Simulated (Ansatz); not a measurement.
Job for Ansatz (an electronic-structure program): R-SVWN5/def2-TZVPP on CH4GeO (SMILES [CH3][Ge][OH]), a point of a torsion scan.

Ansatz 0.2 input:
```yaml
crystal:
  periodic: [false, false, false]
  atoms:
    - {symbol: C, position_ang: [-0.93333623, -0.06923895, -0.01105325]}
    - {symbol: Ge, position_ang: [0.54944053, 1.32760346, -0.33823380]}
    - {symbol: O, position_ang: [1.95831345, 0.34058871, 0.09964570]}
    - {symbol: H, position_ang: [-0.82121475, -0.94100961, -0.65773667]}
    - {symbol: H, position_ang: [-1.93356244, 0.33215808, -0.16443025]}
    - {symbol: H, position_ang: [-0.86400083, -0.41556982, 1.02085324]}
    - {symbol: H, position_ang: [2.29548924, -0.47736636, -0.25183293]}
basis:
  gaussian:
    orbitals: def2-TZVPP
hamiltonian:
  xc: {name: SVWN5}
scf: {lower_state_search: off}
```

The head of its log:

```
WARN ansatz: RAYON_NUM_THREADS=1 ignored (pool sized by the plan → 1); use --threads N
Functional definition: SVWN5
these checks for a lower state are left out or cut short: stability, starts, cluster_reference, orbital_swaps, neighbouring_geometries, increment
integrals: 0.07 GiB planned
925 factors; their error is unknown
mean field: 0.53 GiB planned
mean field evaluation 1: about -59540.7965 eV, gradient 9.6e1 eV
mean field evaluation 2: about -59438.6079 eV, gradient 2.0e2 eV
```

Question: Give the final energy of this run.

Answer: -2188.7220 hartree.
